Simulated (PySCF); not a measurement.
A survey of ¹⁹F NMR shifts

[PySCF 2.14.0 with density-fitted response routines: GFN2-xTB structure; NMR shieldings at PBE0/pcSseg-1/GIAO; equivalent nuclei averaged; no relativistic terms; gas phase; one computed conformer]

Shieldings were converted by a linear fit to measured shifts: ¹⁹F: δ = 146.13 − 0.903σ +14.6 on sp3 carbon (rms 6.0 ppm, 223 shifts, 7.0 ppm with the 5 outliers that the fit left out vs CFCl3, solution or neat liquid). A few per cent of atoms miss by over 2 rms, more outside the fitted compound classes.

Q: Give the ¹⁹F shifts of `CO[C@H](F)COC(F)F`, `C/C=C\CF`, `C/C=C(\C)F`.

A: 
| compound | environment | δ (ppm) |
| --- | --- | --- |
| [CH3:1][O:2][C@H:3]([F:4])[CH2:5][O:6][CH:7]([F:8])[F:9] | F8: fluorine of a CF2 group | -88.7 |
| [CH3:1][O:2][C@H:3]([F:4])[CH2:5][O:6][CH:7]([F:8])[F:9] | F9: fluorine of a CF2 group | -89.3 |
| [CH3:1][O:2][C@H:3]([F:4])[CH2:5][O:6][CH:7]([F:8])[F:9] | F4: fluorine on an sp3 carbon | -133.6 |
| C/C=C\CF | fluorine on an sp3 carbon | -228.7 |
| C/C=C(\C)F | vinylic fluorine | -94.2 |

Q: Order these by ¹⁹F shift, lowest first.
A. CC1=C(F)C(=O)C(=O)C=C1
B. C/C=C\CF
C. N#Cc1pcpc(F)p1
D. O=C(O)c1ccccc1F
E. C#CCN[SiH2]C(F)(F)F

A: B (-228.7 ppm, fluorine on an sp3 carbon), A (-121.1 ppm, vinylic fluorine), D (-102.0 ppm, aryl fluorine), E (-61.6 ppm, fluorine of a CF3 group), C (-43.0 ppm, aryl fluorine).
